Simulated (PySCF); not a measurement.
## Broadened absorption spectrum of C5H10OSi

Compound: C5H10OSi.
Atom-mapped SMILES: `[CH2:1]=[C:2]([CH3:3])[C@H:4]1[O:5][CH2:6][SiH2:7]1` (hydrogens: H8, H9 on C1; H10, H11, H12 on C3; H13 on C4; H14, H15 on C6; H16, H17 on Si7)

Structure used (GFN2-xTB), in Å, numbered top down from 1:
```xyz
17
C5H10OSi angstrom
C     -1.635   -1.623   -0.667
C     -1.000   -0.500   -0.361
C     -1.654    0.628    0.373
C      0.446   -0.305   -0.687
O      0.801    1.060   -0.975
C      1.762    1.376    0.040
Si     1.698   -0.388    0.789
H     -1.149   -2.425   -1.196
H     -2.664   -1.784   -0.397
H     -2.718    0.447    0.501
H     -1.509    1.553   -0.183
H     -1.195    0.755    1.354
H      0.717   -0.934   -1.543
H      1.398    2.201    0.662
H      2.701    1.695   -0.422
H      2.872   -1.228    0.575
H      1.123   -0.516    2.126
```

Computed with PySCF, TDDFT CAM-B3LYP/def2-SVPD, vertical, gas phase, core orbitals frozen in the response.

Each state is given a Gaussian of 0.5 eV full width at half maximum, with ε(max) = 2.175×10⁸ f / Δν̃ (Δν̃ the width in cm⁻¹). The width is an assumption, not a result. The curve ends short of the highest state used, and states not computed would add to its high-energy end.

E (eV), ε (L mol⁻¹ cm⁻¹) and a bar:
```
     5.05          9 
     5.08         14 
     5.11         22 
     5.14         35 
     5.17         54 
     5.19         71 
     5.22        106 
     5.25        154 
     5.28        221 
     5.31        309 #
     5.34        424 #
     5.37        571 #
     5.39        688 #
     5.42        895 ##
     5.45       1142 ##
     5.48       1428 ###
     5.51       1750 ###
     5.54       2103 ####
     5.57       2477 #####
     5.59       2733 #####
     5.62       3114 ######
     5.65       3478 ######
     5.68       3809 #######
     5.71       4090 ########
     5.74       4306 ########
     5.77       4447 ########
     5.79       4496 ########
     5.82       4501 ########
     5.85       4428 ########
     5.88       4286 ########
     5.91       4091 ########
     5.94       3864 #######
     5.97       3633 #######
     6.00       3423 ######
     6.02       3311 ######
     6.05       3207 ######
     6.08       3204 ######
     6.11       3330 ######
     6.14       3605 #######
     6.17       4048 ########
     6.20       4665 #########
     6.22       5175 ##########
     6.25       6078 ###########
     6.28       7132 #############
     6.31       8306 ###############
     6.34       9561 ##################
     6.37      10846 ####################
     6.40      12105 #######################
     6.42      12900 ########################
     6.45      13983 ##########################
     6.48      14886 ############################
     6.51      15563 #############################
     6.54      15981 ##############################
     6.57      16123 ##############################
     6.60      15990 ##############################
     6.62      15756 #############################
```

(1) Where are the band maxima, and which computed states make them?

(2) On this curve, what absorbance would a 10⁻³ mol/L sample give at 193 nm over a 1 cm path?

(3) Coming from long wavelengths, where does ε first pass 100 L mol⁻¹ cm⁻¹?

(4) Does any computed singlet lie in the visible range?

## Answers

(1) 214 nm (5.81 eV), ε about 4500, made up of S1 (99%); 189 nm (6.57 eV), ε about 16000, made up of S3 (88%) (ε in L mol⁻¹ cm⁻¹; maxima over ε = 5, shares over 10%). The states used: S1 5.80 eV (f 0.083); S2 6.31 eV (f 0.0020); S3 6.55 eV (f 0.264); S4 6.59 eV (f 0.022); S5 6.84 eV (f 0.0043); S6 6.91 eV (f 0.029); S7 7.08 eV (f 0.038); S8 7.22 eV (f 0.0071).

(2) 193 nm is 6.424 eV, where ε is about 13000 L mol⁻¹ cm⁻¹, so A = ε c l ≈ 13 (Beer–Lambert, with the gas-phase spectrum and the assumed width).

(3) At about 238 nm (5.22 eV), 0.59 eV below S1.

(4) No computed singlet lies in the visible range (380 to 750 nm); the lowest, at 214 nm, stands 2.54 eV above its violet end (3.26 eV).

One conformer stands for the species.
